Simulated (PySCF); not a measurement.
**Relaxation of triplet MoCl₄**

Method: UPBE0 in PySCF with Mo def2-TZVP with ECP28, Cl def2-TZVP; scalar-relativistic core potentials, no spin–orbit coupling; density-fitted integrals. A (50,194) grid was used.

A hand-made see-saw start, of C2v symmetry, held to at least that symmetry:

```xyz
5
charge 0 multiplicity 3, angstrom
Mo    0.0000    0.0000   -0.4899
Cl    0.0000    2.3610   -0.2833
Cl    0.0000   -2.3610   -0.2833
Cl    1.8676    0.0000    0.9692
Cl   -1.8676    0.0000    0.9692
```

Optimiser trace:
```json
{"step": "0", "E − E(last) (kJ/mol)": "123.64", "largest gradient (Eh/bohr)": "0.08886"}
{"step": "1", "E − E(last) (kJ/mol)": "49.16", "largest gradient (Eh/bohr)": "0.04611"}
{"step": "2", "E − E(last) (kJ/mol)": "16.94", "largest gradient (Eh/bohr)": "0.01005"}
{"step": "3", "E − E(last) (kJ/mol)": "7.03", "largest gradient (Eh/bohr)": "0.00669"}
{"step": "4", "E − E(last) (kJ/mol)": "1.61", "largest gradient (Eh/bohr)": "0.00370"}
{"step": "5", "E − E(last) (kJ/mol)": "0.50", "largest gradient (Eh/bohr)": "0.00125"}
{"step": "6", "E − E(last) (kJ/mol)": "0.15", "largest gradient (Eh/bohr)": "0.00092"}
{"step": "7", "E − E(last) (kJ/mol)": "0.03", "largest gradient (Eh/bohr)": "0.00055"}
{"step": "8", "E − E(last) (kJ/mol)": "0.00", "largest gradient (Eh/bohr)": "0.00028"}
{"step": "9", "E − E(last) (kJ/mol)": "0.00", "largest gradient (Eh/bohr)": "0.00003"}
```

It ends at C2v with Mo–Cl 2.218 Å (×2), Mo–Cl 2.269 Å (×2); Cl–Mo–Cl 99.1° (×4), Cl–Mo–Cl 114.4°, Cl–Mo–Cl 146.1° (after a last refinement on a finer grid). A frequency run shows a minimum. Other isomers or separated fragments may lie lower.

Final geometry:
Coordinates in bohr (charge 0 multiplicity 3):
```
Mo    0.0000    0.0000   -0.3031
Cl    0.0000    4.1020   -1.5525
Cl    0.0000   -4.1020   -1.5525
Cl    3.5235    0.0000    1.9676
Cl   -3.5235    0.0000    1.9676
```

Open d and f shells are described by one determinant, and the ground state may have another occupation or spin.
